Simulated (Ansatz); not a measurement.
Consider the formal exchange of groups at the Al–S bond: `C[S][Al]([F])[Cl]` + `C=C(F)F` → `[F][Al]([F])[Cl]` + `C=C(F)SC`.

Program: Ansatz. Geometries: PBE0-D4/def2-TZVP. ΔE: electronic, gas phase. CCSD(T)/CBS adds triple-zeta CCSD(T) − MP2 to the extrapolated MP2 energy (def2 sets, frozen cores). This one scheme is used for every species. DFT in def2-TZVPP. Each species was taken in one conformer, which may not be the lowest.

```tsv
level	ΔE (kJ/mol)
B2PLYP	-97.9
PBE-QIDH	-90.5
r2SCAN	-88.3
RPA@PBE/def2-TZVPP	-94.5
```

What does CCSD(T)/CBS give? (Best estimate.)

Computed: -102.4 kJ/mol. The listed levels differ from it by 4.5, 11.9, 14.1, 7.9 kJ/mol.

Largest T1 diagnostic among the species: 0.012.

At CCSD(T), def2-SVP lies +20.8 kJ/mol from the extrapolated value and def2-TZVPP +5.5 kJ/mol. In def2-TZVPP, CCSD(T) changes the Hartree–Fock value by −12.8 kJ/mol (the triples alone add −1.0 kJ/mol) and MP2 by −22.6 kJ/mol.
